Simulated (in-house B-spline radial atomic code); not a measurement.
Successive ionisation energies of iron; each step leads to the configuration of the next row (after the last: [Ne] 3s2 3p2). Dirac energy differences include first-order Breit, QED and recoil terms. NIST's values go from ground level to ground level; the uncertainty of those that are theory runs from under 0.1 % in few-electron ions to several per cent in heavy many-electron ones. Computed with a B-spline radial code for spherical atoms: Dirac-Hartree-Fock, average of the configuration, finite nuclei.

```tsv
ion	configuration	ionisation energy (eV)	tabulated value (eV)	tabulated kind	computed minus tabulated (eV)	highest orbital	largest mean radius (bohr)
Fe	[Ar] 3d6 4s2	6.9	7.902468	measured	-1.0	4s1/2	3.2046
Fe+	[Ar] 3d6 4s1	14.9	16.19921	measured	-1.3	4s1/2	2.8469
Fe2+	[Ar] 3d6	31.7	30.651	measured	1.1	3d5/2	1.0618
Fe3+	[Ar] 3d5	51.0	54.91	measured	-3.9	3d5/2	0.97924
Fe4+	[Ar] 3d4	72.7	75	semi-empirical	-2.3	3d5/2	0.91557
Fe5+	[Ar] 3d3	96.5	98.985	measured	-2.5	3d5/2	0.86382
Fe6+	[Ar] 3d2	122.2	124.9671	measured	-2.7	3d5/2	0.82023
Fe7+	[Ar] 3d1	149.9	151.06	measured	-1.2	3d5/2	0.78259
Fe8+	[Ne] 3s2 3p6	233.1	233.6	semi-empirical	-0.5	3p3/2	0.76475
Fe9+	[Ne] 3s2 3p5	262.4	262.1	semi-empirical	0.3	3p3/2	0.74826
Fe10+	[Ne] 3s2 3p4	292.7	290.9	semi-empirical	1.8	3p3/2	0.73302
Fe11+	[Ne] 3s2 3p3	324.0	330.8	semi-empirical	-6.8	3p3/2	0.71856
```

Where is the largest jump?

From Fe to Fe+, by a factor of 2.17 (6.8777 to 14.904 eV); the highest orbital goes from 4s1/2 to 4s1/2.

Where a p, d or f electron is removed, the computed value is a mean over both j, so it misses the tabulated one by a part of the spin-orbit splitting; averaging over terms and missing correlation add to the gap, relatively most at low charge.
